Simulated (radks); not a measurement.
The numbers below are computed, except where a source is named.
Q: Ar+, configuration [Ne] 3s2 3p5. Code: a radial shooting solver on a logarithmic mesh with Libxc functionals. Model: scalar-relativistic Kohn-Sham, PBE, spin-polarised, spherical densities, finite nucleus; open shells are filled with parallel spins first; Fermi nuclear charge, rms radius 3.4274 fm. Some entries of the table are withheld. Estimate them.

orbital,occ.,eigenvalue (hartree),r(max) (bohr),<r^2> (bohr^2)
1s up,1,-115.1945,0.05606,0.009889
1s down,1,-115.1869,0.05606,0.009888
2s up,1,-11.42682,0.3385,0.2034
2s down,1,-11.42022,0.3386,0.2033
2p up,3,-8.96354,0.2808,0.1762
2p down,3,-8.95399,0.2809,0.1761
3s up,1,-1.36786,1.164,2.157
3s down,1,-1.32622,1.164,2.176
3p up,3,-0.83073,1.260,(1)
3p down,2,-0.79208,1.263,(2)

A: 
(1) 3p up <r^2> (bohr^2): 2.828
(2) 3p down <r^2> (bohr^2): 2.888
